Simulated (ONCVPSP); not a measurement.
**An all-electron radial function and its pseudo partner (arsenic)**

Columns: radius, all-electron u(r) and pseudo u(r) of the 4p shell (level -13.38 eV) of arsenic in the configuration [Ar] 3d10 4s2 4p2; Wu-Cohen, scalar-relativistic, ONCV scheme, ONCVPSP 4.0.1.

| r (bohr) | all-electron | pseudo |
| --- | --- | --- |
| 0.103 | 0.1896 | 0.0032 |
| 0.206 | 0.0248 | 0.0129 |
| 0.309 | -0.2015 | 0.0300 |
| 0.412 | -0.3070 | 0.0556 |
| 0.515 | -0.2915 | 0.0904 |
| 0.618 | -0.2000 | 0.1349 |
| 0.721 | -0.0726 | 0.1887 |
| 0.824 | 0.0646 | 0.2505 |
| 0.927 | 0.1966 | 0.3179 |
| 1.030 | 0.3156 | 0.3878 |
| 1.133 | 0.4184 | 0.4569 |
| 1.236 | 0.5040 | 0.5218 |
| 1.339 | 0.5730 | 0.5796 |
| 1.442 | 0.6266 | 0.6283 |
| 1.545 | 0.6663 | 0.6665 |
| 1.648 | 0.6937 | 0.6937 |
| 1.751 | 0.7103 | 0.7103 |
| 1.854 | 0.7177 | 0.7177 |
| 1.957 | 0.7173 | 0.7173 |
| 2.060 | 0.7103 | 0.7103 |
| 2.163 | 0.6980 | 0.6980 |
| 2.266 | 0.6812 | 0.6812 |
| 2.369 | 0.6610 | 0.6610 |
| 2.472 | 0.6381 | 0.6381 |
| 2.575 | 0.6131 | 0.6131 |
| 2.678 | 0.5867 | 0.5866 |

Q: How many radial nodes do the two functions have?

A: The all-electron 4p function has n − l − 1 = 2; the pseudo-wave has 0, since the states of the same l below it are removed with the core.

Q: At about which radius was the pseudo-wave matched?

A: 1.64 bohr, where the columns begin to agree (steps of 0.10 bohr).

Q: Where does each function peak?

A: Outermost all-electron maximum near 1.85 bohr, pseudo maximum near 1.85 bohr (to the table’s step).

Q: Is the pseudo-wave norm-conserving?

A: Yes: the ONCV scheme keeps the norm inside the radius equal to the all-electron one, which fixes the energy derivative of the logarithmic derivative at the level.
